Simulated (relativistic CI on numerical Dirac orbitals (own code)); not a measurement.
# Hyperfine structure of Xe⁵⁰⁺, mass number 131

Calculated at this level of theory: Dirac-Coulomb-Breit CI, orbitals from a KLI potential per configuration, a model potential for QED, unscaled Slater integrals (own radial code, finite nucleus).

Configuration list (outside the closed core 1s2): 2s2, 2s 2p, 2p2, 2p 3s, 2p 3p, 2s 3s, 2s 3p, 2s 3d, 2s 4s, 2s 4p, 2s 4d, 2s 4f, 3s2, 3s 3p, 3p2. Levels of other configurations are missing.

Nuclear spin I = 3/2, μ = 0.69185 μN, Q = -0.114 b (tables of Stone and Pyykkö). The electronic factors are computed for point nuclear moments, without core polarisation or the Bohr-Weisskopf and QED corrections.

```csv
Level,E (10³ cm⁻¹),A (GHz),B (GHz)
2s 2p 3P°_1,1030.8,1960,10.9
2s 2p 3P°_2,3788.5,866,-69.2
2s 2p 1P°_1,4310.2,-538.3,-45.4
2p2 3P_1,5152.7,-59.68,-34.4
2p2 1D_2,5280.0,346.8,-59.9
2p2 3P_2,8171.3,148.2,-8.76
2s 3s 3S_1,43640.2,1957,0.0526
2s 3p 3P°_1,44060.5,1660,0.1
```

Levels with J = 0, under 50 % of one LS term, or S terms without an open s electron are left out. Small factors come from cancelling terms and can be off by tens of per cent or more.

At this charge energies of transitions that change n are usually good to better than 1 %, and those within a shell (Δn = 0) to a few per cent.

Question: Give the hyperfine levels of 2s 2p 3P°_1 relative to its centre of gravity.

Answer: With K = F(F + 1) − I(I + 1) − J(J + 1), E = AK/2 + B[¾K(K + 1) − I(I + 1)J(J + 1)]/[2I(2I − 1)J(2J − 1)]: F = 1/2: -4888, F = 3/2: -1971, F = 5/2: 2943 GHz.

LS names give the leading component of a level, which can be under half, so a name can repeat, a term be missing and a line seem to break the LS rules.
